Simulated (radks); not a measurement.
The numbers below are computed, except where a source is named.
Problem. Pm XXXII, configuration [Ar] 3d10 4s2. Level of theory: Dirac Kohn-Sham, PBEsol, spin-unpolarised, spherical densities, finite nucleus; Fermi nuclear charge, rms radius 4.962 fm (a radial shooting solver on a logarithmic mesh with Libxc functionals). Some entries of the table are withheld. Estimate them.

orbital,occ.,eigenvalue (eV),<1/r> (bohr^-1),<r^2> (bohr^2)
1s1/2,2,(1),67.40,0.0007320
2s1/2,2,-8448.968,16.02,(2)
2p1/2,2,-8069.121,(3),0.008353
2p3/2,4,-7506.769,(4),0.009589
3s1/2,2,-2671.772,5.907,0.07497
3p1/2,2,-2510.134,5.827,0.06978
3p3/2,4,-2392.705,5.407,0.07641
3d3/2,4,-2115.770,5.285,(5)
3d5/2,6,-2089.828,5.179,(6)
4s1/2,2,-1248.232,2.821,(7)

Solution. 
(1) 1s1/2 eigenvalue (eV): -46124.46
(2) 2s1/2 <r^2> (bohr^2): 0.01146
(3) 2p1/2 <1/r> (bohr^-1): 16.00
(4) 2p3/2 <1/r> (bohr^-1): 14.32
(5) 3d3/2 <r^2> (bohr^2): 0.06066
(6) 3d5/2 <r^2> (bohr^2): 0.06249
(7) 4s1/2 <r^2> (bohr^2): 0.3058
